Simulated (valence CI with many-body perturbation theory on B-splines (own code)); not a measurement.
## E1 transitions of Tb³³⁺

Level of theory: configuration interaction combined with many-body perturbation theory (CI+MBPT): four valence electrons over a frozen Dirac-Fock core [Ar] 3d10, radial functions for each j: 11 s, 11 p, 9 d, 7 f, 5 g, 2 h, 1 i, with the one-electron correlation potential Σ1, the two-electron term Σ2, the three-electron term Σ3, Breit, model QED; selected CI, second order for the rest (own B-spline code, finite nucleus).

No measured spectrum was set against this ion. As an estimate, large intervals hold to a few tenths of a per cent, small ones and those within an open d or f shell to about a per cent.

Lines 101 to 150 of 235 in falling wavelength, among levels below 2663400 cm⁻¹, chosen from the strongest by gf and those to the six lowest levels. Wavelengths and rates use the calculated energies. Electric multipoles are in the length gauge, E1 and E2 with the static RPA response of the core. Weak lines are less certain than strong ones. Lines between different terms over intervals too small for the method are left out, as are lines whose strength nearly cancels. Where a level lies close to another of its J and parity, the split of strength between their lines is uncertain. The highest levels of a list are the least certain.

Levels are named by their leading jj configuration (3d3/2^4 stands for four electrons in 3d with j = 3/2), which in mixed levels can hold well under half, so a name can repeat and another be missing. Letters in brackets count levels of one name in rising energy.

| λ vac (nm) | Upper | Lower | A (s⁻¹) | log gf | Branch % |
| --- | --- | --- | --- | --- | --- |
| 9.390 | (4s 4p3/2^3) J=1 | (4s^2 4p3/2^2) J=0 | 5.31e+09 | -1.68 | 1.1 |
| 9.388 | (4s 4p1/2 4p3/2 4d5/2) J=1 [b] | (4s^2 4p1/2 4d3/2) J=1 | 2.11e+10 | -1.08 | 5.2 |
| 9.379 | (4s 4p1/2 4p3/2 4d5/2) J=2 [c] | (4s^2 4p1/2 4d3/2) J=1 | 9.95e+09 | -1.18 | 2.4 |
| 9.367 | (4s 4p1/2 4p3/2^2) J=1 [b] | (4s^2 4p1/2 4p3/2) J=2 | 1.62e+11 | -0.19 | 44.1 |
| 9.365 | (4s 4p1/2 4p3/2 4d5/2) J=1 [a] | (4s 4p1/2 4p3/2^2) J=2 [b] | 2.01e+10 | -1.10 | 7.5 |
| 9.347 | (4s 4p1/2 4p3/2^2) J=2 [b] | (4s^2 4p1/2 4p3/2) J=2 | 1.53e+11 | 0.00 | 71.6 |
| 9.345 | (4s 4p1/2 4p3/2 4d5/2) J=1 [a] | (4s 4p1/2 4p3/2^2) J=1 [b] | 1.57e+10 | -1.21 | 5.9 |
| 9.333 | (4s 4p1/2 4p3/2 4d3/2) J=2 [d] | (4s 4p1/2 4p3/2^2) J=1 [a] | 1.15e+10 | -1.13 | 1.9 |
| 9.317 | (4p1/2^2 4p3/2^2) J=2 | (4s 4p1/2^2 4p3/2) J=2 | 9.79e+10 | -0.20 | 63.9 |
| 9.310 | (4s 4p1/2 4p3/2 4d5/2) J=2 [d] | (4s^2 4p1/2 4d3/2) J=1 | 2.08e+10 | -0.87 | 4.6 |
| 9.309 | (4s 4p1/2 4p3/2 4d5/2) J=2 [d] | (4s^2 4p1/2 4d5/2) J=3 | 2.21e+11 | 0.16 | 48.8 |
| 9.289 | (4s 4p1/2 4p3/2 4d5/2) J=2 [e] | (4s^2 4p1/2 4d5/2) J=2 | 1.14e+11 | -0.13 | 16.4 |
| 9.264 | (4s 4p1/2 4p3/2 4d3/2) J=1 [c] | (4s^2 4p1/2 4d3/2) J=2 | 2.36e+11 | -0.04 | 60.9 |
| 9.215 | (4p1/2 4p3/2^3) J=1 | (4s 4p1/2 4p3/2^2) J=2 [a] | 7.90e+10 | -0.52 | 54.7 |
| 9.162 | (4s 4p1/2 4p3/2 4d5/2) J=2 [a] | (4s 4p1/2 4p3/2^2) J=2 [a] | 5.89e+10 | -0.43 | 43.6 |
| 9.146 | (4s 4p1/2 4p3/2 4d5/2) J=3 [d] | (4s 4p1/2 4p3/2^2) J=2 [b] | 9.07e+10 | -0.10 | 22.3 |
| 9.145 | (4s 4p1/2 4p3/2 4d3/2) J=3 [b] | (4s 4p1/2 4p3/2^2) J=2 [a] | 4.11e+10 | -0.44 | 8.7 |
| 9.144 | (4s 4p1/2 4p3/2 4d5/2) J=2 [b] | (4s 4p1/2 4p3/2^2) J=3 | 1.23e+11 | -0.11 | 43.5 |
| 9.140 | (4s 4p1/2 4p3/2 4d5/2) J=2 [e] | (4s^2 4p1/2 4d5/2) J=3 | 1.17e+10 | -1.13 | 1.7 |
| 9.127 | (4s 4p1/2 4p3/2^2) J=1 [b] | (4s^2 4p1/2 4p3/2) J=1 | 6.76e+08 | -2.60 | 0.2 |
| 9.125 | (4s 4p1/2 4p3/2 4d5/2) J=3 [a] | (4s 4p1/2 4p3/2^2) J=3 | 8.49e+10 | -0.13 | 40.6 |
| 9.121 | (4s 4p1/2 4p3/2 4d3/2) J=0 [b] | (4s 4p1/2 4p3/2^2) J=1 [a] | 1.54e+11 | -0.72 | 24.4 |
| 9.108 | (4s 4p1/2 4p3/2^2) J=2 [b] | (4s^2 4p1/2 4p3/2) J=1 | 5.27e+10 | -0.48 | 24.7 |
| 9.048 | (4s 4p1/2 4p3/2 4d5/2) J=1 [c] | (4s^2 4p1/2 4d3/2) J=1 | 2.45e+11 | -0.04 | 31.3 |
| 9.037 | (4s 4p1/2^2 4d5/2) J=3 | (4s 4p1/2^2 4p3/2) J=2 | 1.06e+11 | -0.04 | 89.1 |
| 9.026 | (4s 4p1/2^2 4d5/2) J=2 | (4s 4p1/2^2 4p3/2) J=1 | 2.10e+11 | 0.11 | 83.5 |
| 9.019 | (4s 4p1/2 4p3/2 4d5/2) J=1 [b] | (4s 4p1/2 4p3/2^2) J=2 [b] | 4.38e+10 | -0.80 | 10.8 |
| 9.011 | (4s 4p1/2 4p3/2 4d5/2) J=2 [c] | (4s 4p1/2 4p3/2^2) J=2 [b] | 4.71e+10 | -0.54 | 11.2 |
| 9.000 | (4s 4p1/2 4p3/2 4d5/2) J=1 [b] | (4s 4p1/2 4p3/2^2) J=1 [b] | 8.44e+10 | -0.51 | 20.8 |
| 8.992 | (4s 4p1/2 4p3/2 4d5/2) J=2 [c] | (4s 4p1/2 4p3/2^2) J=1 [b] | 3.47e+10 | -0.68 | 8.3 |
| 8.982 | (4s^2 4p1/2 4d5/2) J=3 | (4s^2 4p1/2 4p3/2) J=2 | 1.63e+11 | 0.14 | 98.9 |
| 8.981 | (4s^2 4p1/2 4d3/2) J=1 | (4s^2 4p1/2 4p3/2) J=2 | 1.05e+11 | -0.42 | 16.2 |
| 8.947 | (4s 4p1/2 4p3/2 4d5/2) J=2 [d] | (4s 4p1/2 4p3/2^2) J=2 [b] | 1.46e+11 | -0.06 | 32.2 |
| 8.940 | (4s 4p1/2 4p3/2 4d5/2) J=0 | (4s 4p1/2 4p3/2^2) J=1 [b] | 3.28e+11 | -0.41 | 66.3 |
| 8.928 | (4s 4p1/2 4p3/2 4d5/2) J=2 [d] | (4s 4p1/2 4p3/2^2) J=1 [b] | 2.72e+10 | -0.79 | 6.0 |
| 8.921 | (4s 4p1/2 4p3/2 4d3/2) J=1 [b] | (4s 4p1/2 4p3/2^2) J=2 [a] | 2.54e+10 | -1.04 | 4.0 |
| 8.871 | (4s 4p3/2^3) J=1 | (4s^2 4p3/2^2) J=2 | 3.66e+11 | 0.11 | 78.8 |
| 8.860 | (4s^2 4p1/2 4f5/2) J=3 | (4s^2 4p1/2 4d5/2) J=3 | 2.77e+10 | -0.64 | 6.4 |
| 8.852 | (4s 4p1/2 4p3/2 4d5/2) J=1 [a] | (4s 4p1/2 4p3/2^2) J=0 | 1.67e+11 | -0.23 | 62.6 |
| 8.842 | (4s^2 4p1/2 4d5/2) J=2 | (4s^2 4p1/2 4p3/2) J=2 | 1.60e+11 | -0.03 | 39.8 |
| 8.791 | (4s 4p1/2 4p3/2 4d5/2) J=2 [e] | (4s 4p1/2 4p3/2^2) J=2 [b] | 1.18e+11 | -0.17 | 17.0 |
| 8.788 | (4s 4p1/2 4p3/2 4d3/2) J=1 [d] | (4s^2 4p1/2 4d3/2) J=2 | 6.38e+10 | -0.65 | 9.5 |
| 8.778 | (4s 4p1/2 4p3/2 4d5/2) J=4 [b] | (4s 4p1/2 4p3/2^2) J=3 | 1.73e+11 | 0.25 | 90.4 |
| 8.773 | (4s 4p1/2 4p3/2 4d5/2) J=2 [e] | (4s 4p1/2 4p3/2^2) J=1 [b] | 1.35e+11 | -0.11 | 19.5 |
| 8.760 | (4s^2 4p1/2 4d3/2) J=1 | (4s^2 4p1/2 4p3/2) J=1 | 1.86e+11 | -0.19 | 28.7 |
| 8.736 | (4s 4p1/2 4p3/2 4d5/2) J=3 [b] | (4s 4p1/2 4p3/2^2) J=3 | 7.68e+10 | -0.21 | 17.9 |
| 8.725 | (4s^2 4p1/2 4f7/2) J=4 | (4s^2 4p1/2 4d5/2) J=3 | 2.42e+11 | 0.40 | 98.0 |
| 8.704 | (4s 4p1/2 4p3/2 4d5/2) J=1 [c] | (4s 4p1/2 4p3/2^2) J=2 [b] | 1.28e+11 | -0.36 | 16.3 |
| 8.700 | (4s 4p1/2 4p3/2 4d5/2) J=2 [b] | (4s 4p1/2 4p3/2^2) J=2 [a] | 1.16e+11 | -0.18 | 41.3 |
| 8.688 | (4s^2 4p1/2 4f5/2) J=2 | (4s^2 4p1/2 4d5/2) J=2 | 9.82e+10 | -0.26 | 16.6 |

Q: How does gf follow from A for the line at 9.289 nm?

A: gf = 1.4992 × (2J+1)_upper × A / σ², with σ = 1076494 cm⁻¹ and 2J+1 = 5: gf = 0.736.
